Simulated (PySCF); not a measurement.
# Adding and removing an electron: SnO

RHF-CCSD(T); basis Sn def2-TZVPPD with ECP28, O def2-TZVPPD; scalar-relativistic core potentials; PySCF 2.14. Neutral (RHF): singlet (closed shell), Re = 1.839 Å, ωe = 819 cm⁻¹, De = 5.57 eV.

SnO⁺ (UHF): doublet (π ↑), Re = 1.976 Å, ωe = 642 cm⁻¹, De = 3.10 eV to Sn⁺ + O. The energies at the minima are -288.79050 hartree for SnO and -288.43306 for SnO⁺.

(1) Work out the adiabatic ionisation energy, without and with harmonic zero-point energies (1 hartree = 27.2114 eV, 1 eV = 8065.5 cm⁻¹), and the change of the bond length.

Correlated steps freeze 5 core orbitals. Spin–orbit coupling is left out, which matters for elements this heavy, above all for dissociation energies. For an ion De counts to the pair picked by the measured ionisation energies or electron affinities, which need not be the lowest pair at this level. Where the molecule has an RHF reference, its open-shell atoms are computed with UHF. The CCSD T1 diagnostic is raised in SnO, a sign that a single reference may not be enough there. States were picked by a PBE0 search and need not be the measured ground states.

Neutral and ion stand on different kinds of reference determinant, which adds to the error of the difference.

Answers

(1) At CCSD(T): 0.35744 hartree = 9.726 eV between the minima; the zero-point term (642.0 − 819.0)/2 cm⁻¹ = -0.011 eV makes it 9.715 eV. Re changes by +13.7 pm against the neutral. The electron leaves a π orbital, and the longer bond of the ion fits a bonding orbital, or a change in how ionic the bond is.
